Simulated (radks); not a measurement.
Values are calculated unless marked as measured or tabulated.
Species: neutral lithium. Configuration: [He] 2s1 (the NIST ground configuration).

Level of theory: scalar-relativistic Kohn-Sham, PBE, spin-unpolarised, spherical densities, finite nucleus; Fermi nuclear charge, rms radius 2.444 fm; without spin polarisation the odd electron is poorly described; hard spherical wall at 3.5 bohr (a radial shooting solver on a logarithmic mesh with Libxc functionals).

Energy parts (eV):
total: -192.713
kinetic: 226.765
electron-nucleus: -493.911
Hartree: 127.335
exchange-correlation: -52.902

Orbitals (lengths in bohr, moments of r in powers of bohr; r(max) is where P^2 peaks):
orbital  occ.  eigenvalue (eV)  r(max)
1s          2         -44.8708  0.3634
2s          1           9.6059   2.062
2p          0          11.1398   1.917
3d          0          28.4678   2.262
3s          0          56.8111   2.758

The highest occupied level is 2s at 9.606 eV. The pressure on the wall is 71.4 GPa. The electron density at the nucleus is 14.66 e/bohr^3 (large components only).
